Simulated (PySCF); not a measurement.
# Stationary points of AsOF

All numbers come from PBE0/[As def2-TZVP, O def2-TZVP, F def2-TZVP], no relativity, density fitting, PySCF.

Relaxations began from a few typed shapes. The search is not exhaustive: other isomers or separated fragments can lie lower, and high-lying points may rest on an excited occupation.

```csv
spin,group,bonds,angles,imaginary modes (cm⁻¹),ΔE (kJ/mol),ΔE with ZPE (kJ/mol)
singlet,Cs,"As–F 1.744 Å, As–O 1.597 Å",F–As–O 105.7°,none,0.0,0.0
singlet,C∞v,"As–F 1.907 Å, As–O 1.614 Å",F–As–O 180.0°,"332i, 332i",207.7,–
```

The lowest minimum found is the singlet Cs: As–F 1.744 Å, As–O 1.597 Å; F–As–O 105.7°.

Counting electrons, arsenic keeps 2 of its valence electrons outside its bonds, so the VSEPR class is AX2E1 and the expected shape is bent; with unlike ligands the computed point group is Cs.
